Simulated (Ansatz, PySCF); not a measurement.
2,2,2-trifluoroethanol (C2H3F3O), SMILES C(CO)(F)(F)F.

Coordinates come from a B3LYP-D3(BJ)/def2-SVP optimisation. One conformer was computed; it need not be the lowest.

Vertical ionisation energy (IE) and electron affinity (EA) in eV. Rows of orbital energies are one-electron estimates. Where ΔSCF, EOM or ADC give a negative EA the extra electron is unbound and the value depends on the basis.

```tsv
level	IE	EA
−ε(HOMO), −ε(LUMO), ωB97X/def2-TZVP (PySCF)	…	…
−ε(HOMO), −ε(LUMO), PBE/def2-TZVP (PySCF)	7.07	0.06
ΔSCF, CAM-B3LYP/def2-SVPD (Ansatz), final states of multiplicity 2 and 2	11.84	-1.61
ΔSCF, PBE/def2-SVPD (Ansatz), final states of multiplicity 2 and 2	11.19	-1.39
```

Task: Complete the blanks. (An estimate is asked for; the answer gives what the named calculation found.)

Result: 
- −ε(HOMO), −ε(LUMO), ωB97X/def2-TZVP (PySCF), IE: 11.38
- −ε(HOMO), −ε(LUMO), ωB97X/def2-TZVP (PySCF), EA: -3.05

Task: What vertical singlet–triplet gap does ΔSCF give with CAM-B3LYP/def2-SVPD (Ansatz, a quantum-chemistry and plane-wave program) and with PBE/def2-SVPD (Ansatz)? (An estimate is asked for; the answer gives what the named calculation found.)

Result: 7.57 and 7.02 eV (triplet above singlet where positive).
